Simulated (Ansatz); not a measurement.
Reaction (redistribution): `[SiH3]O[SiH](Br)O[SiH3]` + `C[CH2][GeH2][CH3]` → `C[CH2][GeH2][SiH3]` + `CO[SiH](Br)O[SiH3]`

Calculated with Ansatz (gas phase, PBE0-D4/def2-TZVP geometries, no zero-point term in ΔE). CCSD(T)/CBS adds triple-zeta CCSD(T) − MP2 to the extrapolated MP2 energy (def2 sets, frozen cores). Functionals use def2-TZVPP. For Br, Ge outer-core shells are correlated without core-valence functions, which leaves a few kJ/mol of doubt a bond. Scalar relativity is left out up to krypton. One conformer a species, not always the lowest.

```csv
level,ΔE (kcal/mol)
PBE,34.4
HF/def2-QZVPP,44.3
SCS-MP2/def2-QZVPP,44.1
MP2/CBS(def2),44.4
```

(1) What does CCSD(T)/CBS give? (An estimate is asked.)

Largest T1 diagnostic among the species: 0.011.

## Answers

(1) Ansatz gave: +41.6 kcal/mol. The listed levels differ from it by -7.2, 2.7, 2.5, 2.8 kcal/mol.

From PBE to PBE0 (25 % exact exchange), in def2-TZVPP and without D4, ΔE moves by +2.3 kcal/mol.
